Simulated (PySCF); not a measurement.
Zn(F)(OSiH3) (FH₃OSiZn), SMILES [F][Zn][O][SiH3]. Atoms are numbered in the order given.

```xyz
7

Zn    -0.0711    -0.8393     0.0000
F      0.2871    -2.5259     0.0000
O     -0.5285     0.8468     0.0000
Si     0.1825     2.3344     0.0000
H      1.0487     2.5358    -1.2074
H     -0.8760     3.3862     0.0000
H      1.0487     2.5358     1.2074
```

Geometry: r2SCAN-D4/def2-SVP. The structure was generated by enumeration; whether it is a known compound was not checked. Other conformers were not sampled.

Two levels are set side by side: PBE/pcSseg-1 (PySCF) and KT2/pcSseg-1 (PySCF). GIAO shifts against CFCl3 (¹⁹F), H2O (¹⁷O), TMS (²⁹Si), TMS (¹H) at the same level; non-relativistic, no solvent, atoms listed together averaged. Differences are taken from unrounded values.

```
quantity                 PBE
--------------------  ------
δ(¹⁹F) of F2 (ppm)    -284.3
δ(¹⁷O) of O3 (ppm)      -4.5
δ(²⁹Si) of Si4 (ppm)   -30.6
```

Problem. These are the PBE values. What does KT2 give? (The exact figures need the calculation; the answer reports its results.)

Solution. 
```tsv
quantity	KT2	PBE minus KT2
δ(¹⁹F) of F2 (ppm)	-286.3	2.0
δ(¹⁷O) of O3 (ppm)	-7.4	2.9
δ(²⁹Si) of Si4 (ppm)	-26.5	-4.1
```

Rough cost on one machine, each run with all the roots and properties that it gave: KT2 against PBE within a factor of 2.
